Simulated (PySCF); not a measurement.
Write Cartesian coordinates for `O=C[NH][GeH3]` as optimised with PBE0-D3(BJ)/def2-SVP.

```xyz
9
CH5GeNO angstrom
O      1.1312    1.4114    0.8044
C      1.3712    0.3535    0.2638
N      0.4091   -0.4926   -0.1758
Ge    -1.3782    0.0046    0.0610
H      2.4143   -0.0053    0.0879
H      0.6950   -1.3604   -0.6143
H     -1.6546    1.2961   -0.7158
H     -2.1608   -1.1773   -0.5380
H     -1.6705    0.1572    1.5571
```

Any rigid rotation of these coordinates is as good. Atoms count from 1 in this order. N3 (amide nitrogen) is planar (angles 123.5°, 118.4° and 118.1°, sum 360.0°, 0.00 Å off the plane of its three neighbours). Ge4 (germanium bonded to N and 3 H) is distorted tetrahedral (angles from 103.4° to 112.1°). The 4 heavy atoms lie in one plane (0.001 Å rms).

Bonds between heavy atoms (Å): O1=C2 1.212, C2–N3 1.355, N3–Ge4 1.870.

Computed with PBE0-D3(BJ)/def2-SVP geometry optimisation, gas phase (PySCF).

Point group: Cs (every atom within 0.08 Å of its image). Stationary, but not proved a minimum. One conformer, not necessarily the lowest (O1–C2–N3–Ge4 0°).

On one thread of an Intel Xeon at 2.70 GHz, no GPU, on a shared host, this took 34 s and 0.42 GiB of memory at its peak. This is the geometry optimisation.
